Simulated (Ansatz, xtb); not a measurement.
# Relaxing a trial structure of CH6AlClGe

The starting geometry of this gas-phase singlet was built from a drawn formula by distance geometry and a force field; its bonds are those of `[AlH2][CH2][GeH2][Cl]`.

```xyz
10

C    -1.4881   -1.5678   -0.3827
Al   -1.0941   -0.9013    1.4679
Cl    1.3064   -3.5596   -0.3487
Ge    0.2301   -1.8973   -1.3224
H    -0.2824   -1.8661    2.4804
H    -1.6158    0.5111    1.9382
H    -2.0514   -2.4512   -0.3331
H    -2.0393   -0.7819   -0.9494
H     1.1062   -0.6036   -1.2865
H    -0.1102   -2.3113   -2.7871
```

Q: Predict what it relaxes into with r2SCAN-D4/def2-SVP.

A: A new bond forms, giving a structure with Cl3 bridging Al2 and Ge4, given below by its coordinates. Contacts that close: Al2–Cl3 (4.02 → 2.53 Å).

The energy falls by 0.62 eV over 26 steps:

| step | E − E(last) (eV) |
| --- | --- |
| 1 | 0.615 |
| 4 | 0.430 |
| 7 | 0.407 |
| 9 | 0.379 |
| 12 | 0.270 |
| 15 | 0.049 |
| 18 | 0.010 |
| 20 | 0.003 |
| 23 | 0.000 |
| 26 | 0.000 |

Final geometry (Å):

```yaml
atoms:
  - { symbol: C, position_ang: [-1.5737, -1.3805, -0.4355] }
  - { symbol: Al, position_ang: [-0.7756, -1.3804, 1.4197] }
  - { symbol: Cl, position_ang: [1.4375, -1.8986, 0.3148] }
  - { symbol: Ge, position_ang: [-0.0118, -1.7640, -1.4660] }
  - { symbol: H, position_ang: [-1.0419, -2.6778, 2.3003] }
  - { symbol: H, position_ang: [-0.5167, 0.0458, 2.0747] }
  - { symbol: H, position_ang: [-2.3320, -2.1665, -0.5839] }
  - { symbol: H, position_ang: [-1.9956, -0.4054, -0.7289] }
  - { symbol: H, position_ang: [0.6246, -0.6547, -2.3104] }
  - { symbol: H, position_ang: [0.1467, -3.1468, -2.1082] }
```

From the same start GFN2-xTB reaches the same bonding as this run.

The end wasn't checked by frequencies. Run with Ansatz 0.2.0, 45 s on 2 threads of Intel(R) Xeon(R) 6975P-C (Granite Rapids) (shared host).
